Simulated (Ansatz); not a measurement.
`N#[C][Ge]([F])([Cl])[Cl]` + H–F → `[F][Ge]([F])([Cl])[Cl]` + `C#N`  (ligand exchange at a Ge–C bond)

Calculated with Ansatz (gas phase, PBE0-D4/def2-TZVP geometries, no zero-point term in ΔE). CCSD(T)/CBS is the MP2 limit (def2-TZVPP, def2-QZVPP) plus CCSD(T) − MP2 in def2-TZVPP, frozen cores. This one scheme is used for every species. Functionals use def2-TZVPP. B3LYP here is the variant with VWN-RPA as its local correlation; programs differ in this. HSE06 is defined as in plane-wave codes. For Ge outer-core shells are correlated without core-valence functions, which leaves a few kJ/mol of doubt a bond. Scalar relativity is left out up to krypton.

`N#[C][Ge]([F])([Cl])[Cl]`:

```xyz
6

N     1.767    0.026   -1.843
C     0.966   -0.013   -1.019
Ge   -0.355   -0.043    0.353
F    -1.023   -1.616    0.362
Cl   -1.885    1.330   -0.076
Cl    0.529    0.317    2.224
```

H–F:

Z-matrix (Å, degrees):
```
F
H 1 0.920
```

`[F][Ge]([F])([Cl])[Cl]`:

```xyz
5

F    -1.269   -0.241    1.160
Ge   -0.001   -0.033    0.040
F     1.224   -1.126    0.500
Cl    0.731    1.927    0.180
Cl   -0.685   -0.527   -1.880
```

`C#N`:

```xyz
3

C    -0.020    0.011    0.012
N     0.866   -0.459   -0.542
H    -0.846    0.448    0.530
```

| level | ΔE (kcal/mol) | difference from CCSD(T)/CBS |
| --- | --- | --- |
| LDA (SPW92) | -13.6 | -0.6 |
| PBE-D4 | -13.3 | -0.3 |
| revPBE-D4 | -12.7 | 0.3 |
| r2SCAN-D4 | -15.7 | -2.7 |
| PBE0-D4 | -13.1 | -0.1 |
| B3LYP-D4 | -14.6 | -1.6 |
| r2SCANh-D4 | -15.4 | -2.4 |
| r2SCAN0-D4 | -14.9 | -1.9 |
| HSE06-D4 | -13.1 | -0.1 |
| BHLYP-D4 | -15.1 | -2.1 |
| CAM-B3LYP-D4 | -15.7 | -2.7 |
| ωB97X-V | -15.4 | -2.4 |
| ωB97M-V | -14.8 | -1.8 |
| B2PLYP | -15.0 | -2.0 |
| PBE | -14.2 | -1.2 |
| revPBE | -14.2 | -1.2 |
| BLYP | -16.3 | -3.3 |
| r2SCAN | -15.9 | -2.9 |
| PBE0 | -13.9 | -0.9 |
| B3LYP | -16.0 | -3.0 |
| r2SCANh | -15.6 | -2.6 |
| r2SCAN0 | -15.3 | -2.3 |
| HSE06 | -13.8 | -0.8 |
| BHLYP | -16.4 | -3.4 |
| CAM-B3LYP | -16.6 | -3.6 |
| LC-ωPBE | -15.2 | -2.2 |
| RPA@PBE/def2-TZVPP | -12.6 | 0.4 |
| HF/def2-SVP | -17.1 | -4.1 |
| MP2/def2-SVP | -15.6 | -2.6 |
| CCSD/def2-SVP | -16.3 | -3.3 |
| CCSD(T)/def2-SVP | -15.9 | -2.9 |
| HF/def2-TZVPP | -17.8 | -4.8 |
| MP2/def2-TZVPP | -11.9 | 1.1 |
| SCS-MP2/def2-TZVPP | -13.1 | -0.1 |
| CCSD(T)/def2-TZVPP | -12.9 | 0.1 |
| HF/def2-QZVPP | -18.5 | -5.5 |
| SCS-MP2/def2-QZVPP | -13.4 | -0.4 |
| HF/CBS(def2) | -18.6 | -5.6 |
| MP2/CBS(def2) | -12.0 | 1.0 |
| CCSD/CBS(def2) | -13.6 | -0.6 |
| CCSD(T)/CBS | -13.0 | 0 |

Largest T1 diagnostic among the species: 0.014.

The D4 term adds +1.4 kcal/mol with B3LYP and +0.8 kcal/mol with PBE0; it sums over pairs of atoms, weighted by their polarisabilities, and B3LYP, whose exchange is more repulsive, gets the larger term. At CCSD(T), def2-SVP lies −2.9 kcal/mol from the extrapolated value and def2-TZVPP +0.1 kcal/mol. In def2-TZVPP, CCSD(T) changes the Hartree–Fock value by +4.9 kcal/mol (the triples alone add +0.6 kcal/mol) and MP2 by +5.9 kcal/mol.
